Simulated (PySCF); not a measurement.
A structure optimised at PBE0-D3(BJ)/def2-SVP, used in a PySCF frequency run:

```
C
H 1 1.0997
H 1 1.1022 2 107.58
C 1 1.5177 2 111.86 3 120.15
H 4 1.0978 1 115.71 2 -76.51
H 4 1.0999 5 110.28 1 -129.58
C 1 1.5344 2 111.79 3 -121.20
H 7 1.0996 1 111.82 2 67.86
H 7 1.1019 8 107.08 1 119.40
C 7 1.5264 8 111.30 9 119.78
H 10 1.0972 7 114.73 8 -92.33
H 10 1.0984 11 109.93 7 -129.16
S 4 1.8123 5 106.72 6 -115.76
O 13 1.4590 4 110.70 5 96.52
O 13 1.4621 14 121.11 4 127.58
```

Question: Write its SMILES and formula.

Answer: O=S1(=O)CCCC1, C₄H₈O₂S

Question: What are its rotational constants (standard atomic weights)?

Answer: 3.7317, 2.0253, 1.8869 GHz
